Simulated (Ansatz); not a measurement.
Calculated with Ansatz (gas phase, PBE0-D4/def2-TZVP geometries, no zero-point term in ΔE). CBS: MP2 limit from def2 TZ/QZ plus the TZ coupled-cluster correction, frozen cores. DFT in def2-TZVPP. For Ge, Se outer-core shells are correlated without core-valence functions, which leaves a few kJ/mol of doubt a bond. Scalar relativity is left out up to krypton. One conformer a species, not always the lowest.

Consider the redistribution: `[SiH3][GeH2][B](Cl)Cl` + `C[Se]CO` → `C[Se]B(Cl)Cl` + `O[CH2][GeH2][SiH3]`.

| species | ωB97X-V energy (Eh) |
| --- | --- |
| `[SiH3][GeH2][B](Cl)Cl` | -3314.49514 |
| `C[Se]CO` | -2556.38531 |
| `C[Se]B(Cl)Cl` | -3386.50244 |
| `O[CH2][GeH2][SiH3]` | -2484.40284 |

Q: Work out ΔE.

A: ΔE = (-3386.50244) + (-2484.40284) − (-3314.49514) − (-2556.38531) = -0.02483 Eh = -65.2 kJ/mol. CCSD(T)/CBS gives -67.4 kJ/mol.

Largest T1 diagnostic among the species: 0.013.

From PBE to PBE0 (25 % exact exchange), in def2-TZVPP and without D4, ΔE moves by −3.8 kJ/mol.
